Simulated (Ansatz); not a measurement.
System: P2H3, charge 0, doublet. P2H3 (SMILES [PH]P, doublet).
B3LYP-D3(BJ)/def2-TZVP minimum from Ansatz (an electronic-structure program):
```
P
H 1 1.4160
H 1 1.4187 2 95.53
P 1 2.1895 2 97.11 3 100.93
H 4 1.4237 1 92.01 2 -157.85
```
Charge 0, spin multiplicity 2.

Property: atomisation energy (electronic, to ground-state atoms), in kJ/mol. Open shells are spin-unrestricted; no spin-orbit coupling. CBS(X,Y): correlation extrapolated as X^-3, Hartree-Fock from the larger set. A bracket is a step between two methods taken in the basis named. Functionals run without relativity, which enters their misses. 'core' is core correlation in cc-pwCVTZ (1s frozen past Ne), 'X2C' scalar relativity in cc-pVTZ-DK, both at CCSD(T). Where a partner has so few electrons that a lower coupled-cluster level is exact, that level stands in.

CCSD(T)/CBS(cc-pV(T+d)Z,cc-pV(Q+d)Z) + [CCSDT(Q) - CCSD(T)]/cc-pV(T+d)Z + core + X2C (Ansatz) gives 1201.8 kJ/mol.

Problem. What does PBE/def2-TZVPD (Ansatz) give here, and how do the other levels compare?

Solution. PBE gives 1219.7 kJ/mol, 17.9 kJ/mol above it. Differences of the others: r2SCAN/def2-TZVPD (Ansatz) 8.9; B3LYP/def2-TZVPD (Ansatz) 17.6; PBE0/def2-TZVPD (Ansatz) -4.1; wB97M-V/def2-TZVPD (Ansatz) 25.4; CCSD(T)/CBS(cc-pV(T+d)Z,cc-pV(Q+d)Z) + core + X2C (Ansatz) -1.7 kJ/mol. Nearer than PBE: r2SCAN/def2-TZVPD, B3LYP/def2-TZVPD, PBE0/def2-TZVPD, CCSD(T)/CBS(cc-pV(T+d)Z,cc-pV(Q+d)Z) + core + X2C.
